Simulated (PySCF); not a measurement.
C6H4Cl, SMILES c1cc[c]cc1Cl, multiplicity 2.

Coordinates come from a B3LYP-D3(BJ)/def2-SVP optimisation. The isomer is the one that the SMILES or the coordinates give; other isomers of the formula were not compared.

All values below come from TDA-PBE/def2-SVPD in PySCF 2.14.0.

Vertical excitations. 

Computed lowest excited states:
```csv
state,energy (eV),λ (nm),f,main pairs
root 1,2.62,473,0.000,β HOMO→LUMO 96 %
root 2,3.01,412,0.000,β HOMO−1→LUMO 95 %
root 3,4.00,310,0.000,"α HOMO−1→LUMO 35 %, α HOMO−1→LUMO+1 8 %, β HOMO→LUMO+1 36 %, β HOMO−1→LUMO+1 6 %"
root 4,4.10,303,0.004,β HOMO−2→LUMO 99 %
root 5,4.16,298,0.000,α HOMO→LUMO 100 %
root 6,4.36,285,0.003,"α HOMO→LUMO+1 88 %, β HOMO−3→LUMO 9 %"
root 7,4.47,277,0.000,"α HOMO−1→LUMO+1 41 %, α HOMO−1→LUMO 12 %, β HOMO→LUMO+2 31 %, β HOMO→LUMO+1 5 %"
root 8,4.55,273,0.000,"α HOMO−2→LUMO 28 %, α HOMO−2→LUMO+1 9 %, α HOMO−1→LUMO+1 5 %, β HOMO−1→LUMO+1 37 %, β HOMO→LUMO+1 12 %, β HOMO−1→LUMO+2 7 %"
root 9,4.73,262,0.002,"α HOMO→LUMO+1 9 %, β HOMO−3→LUMO 90 %"
root 10,4.95,250,0.001,"α HOMO−2→LUMO+1 39 %, α HOMO−2→LUMO 18 %, α HOMO−1→LUMO+1 13 %, β HOMO−1→LUMO+2 18 %, β HOMO−1→LUMO+1 7 %"
```
Unrestricted roots are not spin-pure.
